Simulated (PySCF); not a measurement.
CH₄ClFOSi. Atoms are numbered in the order given.

```xyz
9

O     -2.1626     0.9967     0.2867
C     -1.5968    -0.2017    -0.2303
Si     0.1687    -0.4193     0.3886
F      0.7094    -1.8944    -0.0285
Cl     1.4120     0.9874    -0.4625
H     -2.3264     0.8766     1.2314
H     -1.5871    -0.1115    -1.3291
H     -2.2052    -1.1005    -0.0002
H      0.2501    -0.2945     1.8641
```

Geometry optimised at B3LYP-D3(BJ)/def2-SVP. The structure was generated by enumeration; whether it is a known compound was not checked. Other conformers were not sampled.

Method: PySCF with PBE/pcSseg-1.

GIAO shieldings, no solvent; atoms listed in one row are averaged. δ = σ(ref) − σ: ¹⁷O against H2O (σ = 334.3 ppm); ¹³C against TMS (σ = 182.0 ppm); ²⁹Si against TMS (σ = 335.4 ppm); ¹⁹F against CFCl3 (σ = 133.6 ppm); ³⁵Cl against HCl (σ = 936.5 ppm); ¹H against TMS (σ = 31.49 ppm), references at their B3LYP-D3(BJ)/def2-TZVP geometries, non-relativistic (without spin–orbit terms, shifts of atoms bonded to Cl or Br come out too high).

Computed chemical shifts:
| nucleus | atoms | count | δ (ppm) |
|---|---|---|---|
| ¹⁷O | O1 | 1 | -2.2 |
| ¹³C | C2 | 1 | 62.1 |
| ²⁹Si | Si3 | 1 | 12.4 |
| ¹⁹F | F4 | 1 | -178.2 |
| ³⁵Cl | Cl5 | 1 | 68.2 |
| ¹H | H9 | 1 | 5.78 |
| ¹H | H8 | 1 | 4.15 |
| ¹H | H7 | 1 | 4.02 |
| ¹H | H6 | 1 | -0.58 |
